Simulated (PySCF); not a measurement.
# Reading the logs of faulty runs: CGeH6NSi

These are calculations, not measurements. They come from PySCF 2.14.0, an open-source quantum chemistry program, on an isolated molecule that a program drew, which may never have been made. The molecule is CGeH6NSi (charge 0, doublet), drawn as the SMILES string `[SiH3][CH][N]=[GeH2]`.

Each row is a Hartree-Fock (HF) and frozen-core CCSD(T) single point in the cc-pV(D+d)Z basis, meant for a local HF minimum. Run 1 is clean. Each other run has one planted mistake out of seven kinds, and not every kind appears here: one electron removed, one electron added, multiplicity raised by two, geometry at a saddle point, minimal basis STO-3G, one bond length entered in bohr, all coordinates scaled. The reference is restricted for singlets and unrestricted otherwise, and also for a bond in bohr. Adding or removing an electron swaps singlet and doublet. Electrons count all cores. HOMO and LUMO are orbital energies over both spins, the gradient is its largest component, and the lowest frequency (negative if imaginary) is given only where the gradient is small. Bond lengths are over the 9 bonds as drawn. T1 is the CCSD diagnostic: over 0.02 (restricted) or 0.045 (unrestricted) a single reference is doubtful. Germanium has the cc-pVDZ-PP basis, with a core potential (ECP10MDF) in place of its 10 inner electrons, and its 3s, 3p and 3d shells are frozen in CCSD(T).

Geometry of the clean run:
```xyz
10
CGeH6NSi, angstrom
Si    1.4312   -1.1236   -0.7398
C    -0.3827   -0.5656   -0.5154
N    -0.8806    0.5881   -0.4128
Ge   -0.0998    2.2857   -0.4286
H     2.3493    0.0331   -0.7716
H     1.7804   -2.0235    0.3837
H     1.5277   -1.8880   -2.0050
H    -1.1024   -1.3993   -0.4702
H    -0.5010    2.9332    0.9092
H    -0.7827    3.0389   -1.5846
```

```
run,electrons,basis functions,<S^2>,HOMO (eV),LUMO (eV),gradient (hartree/bohr),lowest frequency (cm^-1),mean bond (Å),longest bond (Å),T1,HF (hartree),CCSD(T) (hartree),mistake
1,65,104,0.823,-8.41,1.16,2.1e-05,29,1.5179,1.911,0.0267,-678.06035,-678.61231,no fault
2,64,104,0.000,-15.21,-6.25,7.1e-02,-,1.5179,1.911,0.0286,-677.78971,-678.35540,one electron removed
3,65,104,1.618,-8.45,0.96,1.0e-02,-,1.6639,2.791,0.0490,-677.94679,-678.48945,one bond length entered in bohr
4,65,104,3.774,-6.53,-0.31,1.2e-01,-,1.5179,1.911,0.0249,-677.96780,-678.48619,multiplicity raised by two
5,65,104,0.983,-8.62,0.96,2.5e-02,-,1.5741,1.982,0.0403,-678.04873,-678.60774,?
```

**Which mistake was planted in run 5, and what did it cost?**

The mean and the longest bond both change by the same factor, 1.037, and the gradient is no longer small. So the mistake is: all coordinates scaled. Subtracting run 1 and multiplying by 627.51 kcal/mol a hartree, the energy moved by 7.3 kcal/mol in HF and 2.9 kcal/mol in CCSD(T).

Cautions from the logs. Run 2: T1 is over the limit, so its CCSD(T) energy is less reliable; run 3: T1 is over the limit, so its CCSD(T) energy is less reliable.
